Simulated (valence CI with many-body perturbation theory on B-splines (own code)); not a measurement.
# E1 transitions of Te⁴⁷⁺

Calculated by relativistic CI+MBPT: three valence electrons over a frozen Dirac-Fock core [He], a basis of 11 s, 11 p, 9 d, 7 f, 5 g, 2 h, 1 i functions for each j, with the one-electron correlation potential Σ1 (screened to all orders), the two-electron term Σ2, the three-electron term Σ3, Breit, model QED; selected single and double excitations, second order for the rest (own B-spline code, finite nucleus).

No measured spectrum was set against this ion. As an estimate, large intervals hold to a few tenths of a per cent, small ones and those within an open d or f shell to about a per cent.

Lines 51 to 100 of 276 in falling wavelength, among levels below 409.68 Ry, chosen from the strongest by gf and those to the six lowest levels. Wavelengths and rates use the calculated energies. Electric multipoles are in the length gauge, E1 and E2 with the static RPA response of the core. Weak lines are less certain than strong ones. Lines between different terms over intervals too small for the method are left out, as are lines whose strength nearly cancels. The highest levels of a list are the least certain.

Levels are named by their leading jj configuration (3d3/2^4 stands for four electrons in 3d with j = 3/2), which in mixed levels can hold well under half, so a name can repeat and another be missing. Letters in brackets count levels of one name in rising energy.

| λ vac (Å) | Upper | Lower | A (s⁻¹) | S (a.u.) |
| --- | --- | --- | --- | --- |
| 66.27 | (2s 2p1/2 2p3/2) J=1/2 | (2s^2 2p3/2) J=3/2 | 7.68e+09 | 2.21e-03 |
| 57.91 | (2p1/2^2 2p3/2) J=3/2 | (2s 2p1/2 2p3/2) J=5/2 | 4.15e+10 | 1.59e-02 |
| 50.70 | (2p1/2^2 2p3/2) J=3/2 | (2s 2p1/2 2p3/2) J=3/2 [a] | 1.43e+10 | 3.69e-03 |
| 28.86 | (2s 2p3/2^2) J=5/2 | (2s^2 2p3/2) J=3/2 | 1.13e+11 | 8.01e-03 |
| 28.25 | (2p1/2 2p3/2^2) J=3/2 | (2s 2p1/2 2p3/2) J=1/2 | 2.72e+11 | 1.21e-02 |
| 28.20 | (2p1/2 2p3/2^2) J=3/2 | (2s 2p1/2 2p3/2) J=3/2 [b] | 5.10e+10 | 2.26e-03 |
| 27.20 | (2p1/2 2p3/2 3d3/2) J=5/2 [a] | (2s 2p1/2 3d3/2) J=5/2 | 1.63e+11 | 9.73e-03 |
| 27.03 | (2p1/2 2p3/2^2) J=5/2 | (2s 2p1/2 2p3/2) J=3/2 [b] | 3.15e+11 | 1.84e-02 |
| 26.98 | (2p1/2 2p3/2 3d5/2) J=9/2 | (2s 2p1/2 3d5/2) J=7/2 | 2.48e+11 | 2.41e-02 |
| 26.96 | (2p3/2^3) J=3/2 | (2s 2p3/2^2) J=3/2 | 7.82e+11 | 3.02e-02 |
| 26.91 | (2p1/2 2p3/2 3p3/2) J=7/2 | (2s 2p1/2 3p3/2) J=5/2 | 3.03e+11 | 2.33e-02 |
| 26.82 | (2p1/2 2p3/2 3d5/2) J=7/2 | (2s 2p1/2 3d5/2) J=5/2 [a] | 2.53e+11 | 1.93e-02 |
| 26.70 | (2p1/2 2p3/2 3d3/2) J=5/2 [b] | (2s 2p1/2 3d3/2) J=3/2 [b] | 2.24e+11 | 1.26e-02 |
| 26.65 | (2s 2p3/2 3d5/2) J=7/2 [b] | (2s^2 3d5/2) J=5/2 | 4.13e+11 | 3.09e-02 |
| 26.63 | (2p1/2 2p3/2 3p3/2) J=5/2 [a] | (2s 2p1/2 3p3/2) J=3/2 [a] | 2.57e+11 | 1.44e-02 |
| 26.49 | (2p1/2 2p3/2 3d3/2) J=7/2 | (2s 2p1/2 3d3/2) J=5/2 | 2.44e+11 | 1.79e-02 |
| 26.42 | (2s 2p3/2 3p3/2) J=5/2 [b] | (2s^2 3p3/2) J=3/2 | 4.43e+11 | 2.42e-02 |
| 26.41 | (2p1/2 2p3/2 3p1/2) J=5/2 | (2s 2p1/2 3p1/2) J=3/2 | 3.17e+11 | 1.73e-02 |
| 26.38 | (2p1/2 2p3/2 3p1/2) J=3/2 [b] | (2s 2p1/2 3p1/2) J=1/2 [b] | 2.84e+11 | 1.03e-02 |
| 26.19 | (2p1/2 2p3/2 3d3/2) J=3/2 [a] | (2s 2p1/2 3d3/2) J=3/2 [a] | 2.96e+11 | 1.05e-02 |
| 26.13 | (2s 2p3/2 3d3/2) J=5/2 [b] | (2s^2 3d3/2) J=3/2 | 4.11e+11 | 2.17e-02 |
| 26.11 | (2s 2p3/2 3p1/2) J=1/2 | (2s^2 3p1/2) J=1/2 | 5.64e+11 | 9.90e-03 |
| 26.10 | (2s 2p3/2 3s) J=1/2 | (2s^2 3s) J=1/2 | 5.56e+11 | 9.75e-03 |
| 26.09 | (2s 2p3/2 3d3/2) J=3/2 [b] | (2s^2 3d3/2) J=3/2 | 3.85e+11 | 1.35e-02 |
| 26.03 | (2s 2p3/2 3p1/2) J=3/2 [b] | (2s^2 3p1/2) J=1/2 | 4.94e+11 | 1.72e-02 |
| 26.03 | (2p1/2 2p3/2 3s) J=5/2 | (2s 2p1/2 3s) J=3/2 | 2.94e+11 | 1.53e-02 |
| 26.00 | (2s 2p3/2 3d5/2) J=5/2 [b] | (2s^2 3d5/2) J=5/2 | 5.08e+11 | 2.64e-02 |
| 25.94 | (2p1/2 2p3/2 3s) J=3/2 [a] | (2s 2p1/2 3s) J=1/2 [a] | 2.78e+11 | 9.58e-03 |
| 25.91 | (2s 2p3/2 3s) J=3/2 [b] | (2s^2 3s) J=1/2 | 5.11e+11 | 1.76e-02 |
| 25.90 | (2s 2p3/2 3p3/2) J=3/2 [b] | (2s^2 3p3/2) J=3/2 | 4.31e+11 | 1.48e-02 |
| 25.86 | (2s 2p3/2 3d5/2) J=3/2 [b] | (2s^2 3d5/2) J=5/2 | 5.79e+11 | 1.98e-02 |
| 25.42 | (2p1/2 2p3/2^2) J=3/2 | (2s 2p1/2 2p3/2) J=5/2 | 5.33e+10 | 1.73e-03 |
| 25.31 | (2s 2p1/2 2p3/2) J=3/2 [b] | (2s^2 2p1/2) J=1/2 | 5.14e+11 | 1.65e-02 |
| 25.27 | (2s 2p1/2 2p3/2) J=1/2 | (2s^2 2p1/2) J=1/2 | 6.66e+11 | 1.06e-02 |
| 25.02 | (2p1/2 2p3/2^2) J=1/2 | (2s 2p1/2 2p3/2) J=3/2 [b] | 6.80e+11 | 1.05e-02 |
| 24.79 | (2s 2p3/2^2) J=1/2 | (2s^2 2p3/2) J=3/2 | 5.53e+11 | 8.32e-03 |
| 24.74 | (2s 2p3/2^2) J=3/2 | (2s^2 2p3/2) J=3/2 | 9.24e+11 | 2.76e-02 |
| 24.71 | (2p1/2^2 2p3/2) J=3/2 | (2s 2p1/2^2) J=1/2 | 3.73e+11 | 1.11e-02 |
| 24.47 | (2p1/2 2p3/2^2) J=5/2 | (2s 2p1/2 2p3/2) J=5/2 | 3.71e+11 | 1.61e-02 |
| 23.93 | (2p1/2 2p3/2^2) J=3/2 | (2s 2p1/2 2p3/2) J=3/2 [a] | 4.28e+11 | 1.16e-02 |
| 23.08 | (2p1/2 2p3/2^2) J=5/2 | (2s 2p1/2 2p3/2) J=3/2 [a] | 7.55e+09 | 2.75e-04 |
| 16.00 | (2p3/2^3) J=3/2 | (2s 2p1/2 2p3/2) J=3/2 [b] | 1.41e+10 | 1.14e-04 |
| 15.41 | (2s 2p3/2^2) J=3/2 | (2s^2 2p1/2) J=1/2 | 1.62e+10 | 1.17e-04 |
| 2.866 | (2s^2 3p1/2) J=1/2 | (2s 2p1/2 2p3/2) J=3/2 [b] | 1.34e+12 | 3.11e-05 |
| 2.832 | (2s 2p1/2 3s) J=1/2 [a] | (2s 2p1/2 2p3/2) J=3/2 [b] | 2.81e+12 | 6.30e-05 |
| 2.823 | (2s 2p1/2 3s) J=3/2 | (2s 2p1/2 2p3/2) J=3/2 [b] | 3.81e+12 | 1.69e-04 |
| 2.808 | (2s 2p1/2 3s) J=1/2 [b] | (2s 2p1/2 2p3/2) J=3/2 [b] | 2.21e+13 | 4.83e-04 |
| 2.808 | (2p1/2 2p3/2 3s) J=3/2 [b] | (2p1/2 2p3/2^2) J=5/2 | 2.73e+13 | 1.19e-03 |
| 2.805 | (2s^2 3p3/2) J=3/2 | (2s 2p1/2 2p3/2) J=3/2 [b] | 1.31e+12 | 5.71e-05 |
| 2.794 | (2s 2p3/2 3s) J=5/2 | (2s 2p3/2^2) J=5/2 | 2.06e+13 | 1.33e-03 |
